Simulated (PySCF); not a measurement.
Se(Cl)(Me) (CH₃ClSe), SMILES C[Se]Cl.

Coordinates come from a B3LYP-D3(BJ)/def2-TZVP optimisation.

These are TDA-PBE0/def2-SVPD (PySCF) values and carry that method's errors.

Vertical excitations.  State labels are in the subgroup Cs.

```json
[
 {"state": "S1", "symmetry": "A\"", "energy (eV)": "2.82", "λ (nm)": "440", "f": "0.000", "main pairs": "HOMO→LUMO 99 %"},
 {"state": "S2", "symmetry": "A'", "energy (eV)": "5.05", "λ (nm)": "246", "f": "0.009", "main pairs": "HOMO−1→LUMO 98 %"},
 {"state": "S3", "symmetry": "A\"", "energy (eV)": "5.27", "λ (nm)": "235", "f": "0.001", "main pairs": "HOMO→LUMO+1 93 %"},
 {"state": "S4", "symmetry": "A\"", "energy (eV)": "5.86", "λ (nm)": "212", "f": "0.000", "main pairs": "HOMO−2→LUMO 96 %"},
 {"state": "S5", "symmetry": "A\"", "energy (eV)": "6.05", "λ (nm)": "205", "f": "0.030", "main pairs": "HOMO→LUMO+2 95 %"},
 {"state": "S6", "symmetry": "A\"", "energy (eV)": "6.70", "λ (nm)": "185", "f": "0.010", "main pairs": "HOMO→LUMO+3 98 %"},
 {"state": "S7", "symmetry": "A'", "energy (eV)": "6.83", "λ (nm)": "181", "f": "0.056", "main pairs": "HOMO−3→LUMO 81 %, HOMO−4→LUMO 13 %"},
 {"state": "S8", "symmetry": "A'", "energy (eV)": "7.05", "λ (nm)": "176", "f": "0.060", "main pairs": "HOMO→LUMO+4 98 %"},
 {"state": "S9", "symmetry": "A\"", "energy (eV)": "7.29", "λ (nm)": "170", "f": "0.004", "main pairs": "HOMO→LUMO+5 97 %"},
 {"state": "S10", "symmetry": "A'", "energy (eV)": "7.75", "λ (nm)": "160", "f": "0.033", "main pairs": "HOMO−1→LUMO+1 82 %"},
 {"state": "T1", "symmetry": "A\"", "energy (eV)": "2.01", "λ (nm)": "618", "f": "0", "main pairs": "HOMO→LUMO 99 %"},
 {"state": "T2", "symmetry": "A'", "energy (eV)": "4.30", "λ (nm)": "289", "f": "0", "main pairs": "HOMO−1→LUMO 98 %"},
 {"state": "T3", "symmetry": "A\"", "energy (eV)": "4.65", "λ (nm)": "267", "f": "0", "main pairs": "HOMO→LUMO+1 92 %"},
 {"state": "T4", "symmetry": "A\"", "energy (eV)": "5.17", "λ (nm)": "240", "f": "0", "main pairs": "HOMO−2→LUMO 98 %"}
]
```
Triplets are in the Tamm–Dancoff approximation.
